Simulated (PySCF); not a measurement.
# Ionising HfBr

B97-3; basis Hf def2-TZVPPD with ECP60, Br def2-TZVPPD; scalar-relativistic core potentials; PySCF 2.14. Neutral (UKS): doublet (δ ↑), Re = 2.484 Å, ωe = 242 cm⁻¹, HOMO -5.15 eV, LUMO -2.08 eV.

HfBr⁺ (UKS): triplet (σ ↑, δ ↑), Re = 2.392 Å, ωe = 293 cm⁻¹. The energies at the minima are -2621.91511 hartree for HfBr and -2621.65902 for HfBr⁺.

Problem. Work out the adiabatic ionisation energy, without and with harmonic zero-point energies (1 hartree = 27.2114 eV, 1 eV = 8065.5 cm⁻¹), and the change of the bond length.

Solution. At B97-3: 0.25609 hartree = 6.969 eV between the minima; the zero-point term (293.0 − 242.0)/2 cm⁻¹ = +0.003 eV makes it 6.972 eV. Re changes by -9.2 pm against the neutral. The electron leaves a σ orbital, and the shorter bond of the ion fits an antibonding orbital, or a change in how ionic the bond is.

De is left out where the level can put another filling of the metal’s s and d shells below the measured ground configuration, by anything from nothing to about 1 eV. These are scalar-relativistic numbers at best; spin–orbit coupling would shift them, the dissociation energy most. With d or f electrons several states lie close, and the lowest PBE0 determinant need not be the measured ground state.
